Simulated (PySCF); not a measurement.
CH₃AlBrFO, SMILES C[O][Al]([F])[Br]. Atoms are numbered in the order given.

```xyz
8

Al     0.6792    -0.5166     0.0000
F      2.3329    -0.5060     0.0000
Br    -0.4292     1.4315     0.0000
O     -0.1129    -1.9937     0.0000
C     -1.4226    -2.4922     0.0000
H     -1.5906    -3.1213    -0.8914
H     -1.5906    -3.1213     0.8914
H     -2.1828    -1.6893     0.0000
```
Charge 0, spin multiplicity 1.

The structure is a stationary point at B3LYP-D3(BJ)/def2-SVP. One conformer was computed; it need not be the lowest.

Method: KT2/pcSseg-1 (PySCF).

GIAO shieldings, no solvent; atoms alike by connectivity are averaged. δ = σ(ref) − σ: ¹⁹F against CFCl3 (σ = 127.1 ppm); ¹⁷O against H2O (σ = 330.4 ppm); ¹³C against TMS (σ = 185.1 ppm); ¹H against TMS (σ = 31.47 ppm), references at their B3LYP-D3(BJ)/def2-TZVP geometries, non-relativistic (without spin–orbit terms, shifts of atoms bonded to Cl or Br come out too high).

| nucleus | atoms | count | δ (ppm) |
|---|---|---|---|
| ¹⁹F | F2 | 1 | -201.2 |
| ¹⁷O | O4 | 1 | 45.8 |
| ¹³C | C5 | 1 | 58.4 |
| ¹H | H6, H7, H8 | 3 | 4.36 |
